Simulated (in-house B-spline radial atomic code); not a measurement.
Results of a calculation; reference values are marked as such.
**Be ion on W atom: potential, deflection and energy transfer**

The pair potential comes from two frozen, spherical free-atom densities (PBE, B-spline radial code, scalar-relativistic past argon): electrostatics plus the change in Thomas-Fermi kinetic and Dirac exchange energy where they overlap, the recipe behind the universal ZBL potential, which averages such potentials (from solid-state densities) over many pairs. It is written V = (Z1 Z2 e²/r) φ(r/a), with e² = 14.3996 eV·Å and a = 0.46850 Å/(Z1^0.23 + Z2^0.23); ZBL's fit is φ = 0.18175 e^(−3.1998x) + 0.50986 e^(−0.94229x) + 0.28022 e^(−0.4029x) + 0.02817 e^(−0.20162x). Where φ falls below 4e-4 it is continued as an exponential.

Masses 9.01 and 183.84 u.

```csv
x = r/a,"φ, this pair","φ, ZBL"
0.1,0.8712,0.8928
0.5,0.585,0.6096
1.5,0.2835,0.2995
3,0.1202,0.1292
5,0.04835,0.05224
8,0.01667,0.01705
12,0.005288,0.00474
17,0.001248,0.001212
```

**Question.** At x = 4 the electrostatic, kinetic and exchange parts are 242.2, 491.87 and -44.66 eV. Find r, V and φ.

**Answer.** a = 0.46850/(1.3755 + 2.6911) = 0.11521 Å, so r = 0.46083 Å. V = 242.2 + 491.87 + (-44.66) = 689.41 eV. The bare repulsion is 4 × 74 × 14.3996/0.46083 = 9249.2 eV, so φ = 0.0745, -7.1 % against ZBL's 0.0803. The kinetic (Pauli) term is 71 % of V here.

**Question.** The ion comes in at 0.3881 keV with impact parameter 0.2304 Å. The scattering integral gives a centre-of-mass angle of 118.2° and a closest approach of 5.21 a. What are the reduced energy, the energy passed on and the laboratory angles?

**Answer.** ε = E a M2/(Z1 Z2 e² (M1 + M2)) = 388.1 × 2.5767e-05 = 0.01. The most that one collision can pass on is γE with γ = 4 M1 M2/(M1 + M2)² = 0.1781. Here T = γE sin²(θ/2) = 0.1781 × 388.1 × 0.7363 = 50.91 eV. The ion turns by arctan(sin θ/(cos θ + M1/M2)) = 115.7° (second quadrant: it bounces back), and the struck atom leaves at (180° − θ)/2 = 30.9°. The closest approach is 0.600 Å. With ZBL the angle would be 119.98° and T = 51.84 eV.
